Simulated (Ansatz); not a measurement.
Species: CH₆GeN (charge 0, doublet). It need not be the lowest isomer of its formula. 
Structure (B3LYP-D3(BJ)/def2-TZVP (Ansatz, a first-principles code) minimum search):
SMILES: [GeH3][N]C
```xyz
9

C     -2.0635     0.2113    -0.3679
N     -0.9228    -0.6511    -0.4489
Ge     0.7059     0.0423     0.1650
H     -1.8690     1.2542    -0.6572
H     -2.4128     0.2497     0.6778
H     -2.8910    -0.1805    -0.9662
H      1.8191    -0.5992    -0.6747
H      0.7516     1.5841     0.0491
H      0.8532    -0.3729     1.6422
```
Charge 0, spin multiplicity 2.

Dipole moments at this geometry, in debye (magnitudes).

```csv
level,program,dipole (D)
SVWN5/def2-TZVPD,Ansatz,1.51
BLYP/def2-TZVPD,Ansatz,1.41
r2SCAN/def2-TZVPD,Ansatz,1.40
B97M-V/def2-TZVPD,Ansatz,1.33
PBE0/def2-TZVPD,Ansatz,1.43
BHLYP/def2-TZVPD,Ansatz,1.47
r2SCANh/def2-TZVPD,Ansatz,1.41
LC-wPBE/def2-TZVPD,Ansatz,1.52
wB97M-V/def2-TZVPD,Ansatz,1.47
CCSD(T)/aug-cc-pVDZ,Ansatz,1.42
```
